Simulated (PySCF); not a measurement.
Vertical excitations of a molecule CH7FOSi2 from TDA-PBE0/def2-SVPD in PySCF 2.14.0, as energy in eV (oscillator strength): 6.93 (0.030), 7.03 (0.021), 7.45 (0.010), 7.58 (0.040), 7.86 (0.003), 7.96 (0.012), 8.03 (0.292), 8.08 (0.094), 8.30 (0.031), 8.40 (0.005). Lowest triplet (TDA): 6.02 eV. Geometry: B3LYP-D3(BJ)/def2-SVP. The values are those of a single conformer.

Q: Which structure fits?
A. OC[Si@H](F)[SiH3]
B. O[SiH2][SiH2]CF
C. CO[Si@@H](F)[SiH3]
D. O[Si@@H](F)C[SiH3]

A: C, CO[Si@@H](F)[SiH3]
